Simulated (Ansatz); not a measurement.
Ansatz (a quantum-chemistry and plane-wave program) input (CCSD(T)/def2-SVPD):

Ansatz 0.2 input:
```yaml
crystal:
  periodic: [false, false, false]
  atoms:
    - {symbol: In, position_ang: [-0.00000000, -0.00000000, -0.03725241]}
    - {symbol: H, position_ang: [0.00000000, 0.00000000, 1.82536805]}
basis:
  gaussian:
    orbitals: def2-SVPD
magnetization: {spin_polarized: true, initial_magnetization: 2}
correlation: {method: ccsd_t, electrons: outside_noble_gas}
```

End of the output:

```
9 core orbitals not correlated
reference -5162.53965633 eV, -189.7198330752 hartree; 3, 1 occupied and 28, 30 virtual orbitals, 505 factors
second order -0.88706553 eV of doubles, -0.00000000 eV of singles
coupled cluster: 0.07 GiB planned
cycle   1  -1.28136890 eV  change   -4.9e-2 eV  update   1.7e-2
cycle   2  -1.28626412 eV  change   -4.9e-3 eV  update   7.0e-3
cycle   3  -1.28997022 eV  change   -3.7e-3 eV  update   2.5e-3
cycle   4  -1.29105873 eV  change   -1.1e-3 eV  update   9.2e-4
cycle   5  -1.29120221 eV  change   -1.4e-4 eV  update   3.9e-4
cycle   6  -1.29123712 eV  change   -3.5e-5 eV  update   1.5e-4
cycle   7  -1.29123047 eV  change    6.7e-6 eV  update   4.9e-5
cycle   8  -1.29122071 eV  change    9.8e-6 eV  update   1.5e-5
cycle   9  -1.29121910 eV  change    1.6e-6 eV  update   4.3e-6
perturbative correction -0.02608378 eV, -0.0009585611 hartree
Total energy: -5163.85695920 eV, -189.7682430628 hartree
```

This state (charge 0, triplet) is run at the relaxed geometry of the species with charge 0 and multiplicity 1, and is a spin state other than that species' own.
